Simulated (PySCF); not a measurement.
## ¹⁷O chemical shifts

Computational details: GFN2-xTB structure, GIAO PBE0/pcSseg-1 shieldings, in PySCF 2.14 (one conformer, relativity neglected, one averaged value for each set of equivalent atoms, in vacuum).

Shieldings were converted by a linear fit to measured shifts: ¹⁷O (scatter 10.7 ppm rms, 12.2 ppm with the 3 outliers that the fit left out vs liquid water, solution or neat liquid). Occasional misses reach two or three times the rms, and more in compound classes unlike the fitted ones.

**Question.** Give the ¹⁷O shifts of `CO[Si@@](N)(O)N([SiH3])[SiH3]`, `C=CO[C@H]1CCO[SiH2]1`, `C#C[C@@H]1[C@@H]2O[C@@H]2C[C@@H]1Cl`, `F[C@@H]1O[C@@H](O[SiH3])[SiH2]1`, `O=C[C@@]1([SiH3])C[C@H]1CO`, `CC(=O)[C@@H]1C[C@@H]1O[SiH3]`, `C[C@@H]1COCC(=O)[SiH2]1`, `CN[Si@@H](N)[Si](O)(O)[SiH3]`.

**Answer.** 
```json
{"compound": "[CH3:1][O:2][Si@@:3]([NH2:4])([OH:5])[N:6]([SiH3:7])[SiH3:8]", "environment": "O5: oxygen bonded to Si, H", "δ (ppm)": "7.4"}
{"compound": "[CH3:1][O:2][Si@@:3]([NH2:4])([OH:5])[N:6]([SiH3:7])[SiH3:8]", "environment": "O2: oxygen bonded to C, Si", "δ (ppm)": "-15.0"}
{"compound": "[CH2:1]=[CH:2][O:3][C@H:4]1[CH2:5][CH2:6][O:7][SiH2:8]1", "environment": "O3: ether oxygen", "δ (ppm)": "97.6"}
{"compound": "[CH2:1]=[CH:2][O:3][C@H:4]1[CH2:5][CH2:6][O:7][SiH2:8]1", "environment": "O7: oxygen bonded to C, Si, in a 5-membered ring", "δ (ppm)": "-13.6"}
{"compound": "C#C[C@@H]1[C@@H]2O[C@@H]2C[C@@H]1Cl", "environment": "ether oxygen", "δ (ppm)": "-9.5"}
{"compound": "[F:1][C@@H:2]1[O:3][C@@H:4]([O:5][SiH3:6])[SiH2:7]1", "environment": "O3: ether oxygen", "δ (ppm)": "129.7"}
{"compound": "[F:1][C@@H:2]1[O:3][C@@H:4]([O:5][SiH3:6])[SiH2:7]1", "environment": "O5: oxygen bonded to C, Si", "δ (ppm)": "17.9"}
{"compound": "[O:1]=[CH:2][C@@:3]1([SiH3:4])[CH2:5][C@H:6]1[CH2:7][OH:8]", "environment": "O1: aldehyde oxygen", "δ (ppm)": "588.7"}
{"compound": "[O:1]=[CH:2][C@@:3]1([SiH3:4])[CH2:5][C@H:6]1[CH2:7][OH:8]", "environment": "O8: alcohol oxygen", "δ (ppm)": "3.4"}
{"compound": "[CH3:1][C:2](=[O:3])[C@@H:4]1[CH2:5][C@@H:6]1[O:7][SiH3:8]", "environment": "O3: ketone oxygen", "δ (ppm)": "544.7"}
{"compound": "[CH3:1][C:2](=[O:3])[C@@H:4]1[CH2:5][C@@H:6]1[O:7][SiH3:8]", "environment": "O7: oxygen bonded to C, Si", "δ (ppm)": "-30.9"}
{"compound": "[CH3:1][C@@H:2]1[CH2:3][O:4][CH2:5][C:6](=[O:7])[SiH2:8]1", "environment": "O7: carbonyl oxygen", "δ (ppm)": "745.0"}
{"compound": "[CH3:1][C@@H:2]1[CH2:3][O:4][CH2:5][C:6](=[O:7])[SiH2:8]1", "environment": "O4: ether oxygen", "δ (ppm)": "2.9"}
{"compound": "[CH3:1][NH:2][Si@@H:3]([NH2:4])[Si:5]([OH:6])([OH:7])[SiH3:8]", "environment": "O7: oxygen bonded to Si, H", "δ (ppm)": "33.0"}
{"compound": "[CH3:1][NH:2][Si@@H:3]([NH2:4])[Si:5]([OH:6])([OH:7])[SiH3:8]", "environment": "O6: oxygen bonded to Si, H", "δ (ppm)": "31.9"}
```
